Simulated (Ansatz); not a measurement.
`CN[SiH](F)OC` + H₂Se → `CO[SiH](F)[SeH]` + CH₃NH₂  (ligand exchange at the Si–N bond)

Computed with Ansatz on PBE0-D4/def2-TZVP structures; ΔE is electronic, products minus reactants. CCSD(T)/CBS is the MP2 limit (def2-TZVPP, def2-QZVPP) plus CCSD(T) − MP2 in def2-TZVPP, frozen cores. For Se outer-core shells are correlated without core-valence functions, which leaves a few kJ/mol of doubt a bond. Scalar relativity is left out up to krypton. One conformer a species, not always the lowest.

| species | CCSD(T)/CBS(def2) energy (Eh) |
| --- | --- |
| `CN[SiH](F)OC` | -599.80104 |
| H₂Se | -2401.89790 |
| `CO[SiH](F)[SeH]` | -2905.94213 |
| CH₃NH₂ | -95.75281 |

Work out ΔE.

ΔE = (-2905.94213) + (-95.75281) − (-599.80104) − (-2401.89790) = 0.00400 Eh = +10.5 kJ/mol.

What do rigid-rotor, harmonic-oscillator terms from PBE0-D4/def2-TZVP frequencies (298.15 K, 1 bar) make of the CCSD(T)/CBS value? (Best estimate.)

Ansatz gave: ΔZPE = +10.7 kJ/mol, ΔH = +19.7 kJ/mol, ΔS = 7 J/(mol·K), ΔG = +17.7 kJ/mol.

Largest T1 diagnostic among the species: 0.011.

From PBE to PBE0 (25 % exact exchange), in def2-TZVPP and without D4, ΔE moves by +3.3 kJ/mol. In def2-TZVPP, CCSD(T) changes the Hartree–Fock value by −6.3 kJ/mol (the triples alone add −2.0 kJ/mol) and MP2 by −10.0 kJ/mol. Leaving LDA and LC-ωPBE aside and taking each functional with its dispersion term where it has one, the values, not all of them listed here, spread over 17.5 kJ/mol, from PBE-D4 to CAM-B3LYP-D4. LDA lies +10.6 kJ/mol from PBE without D4.
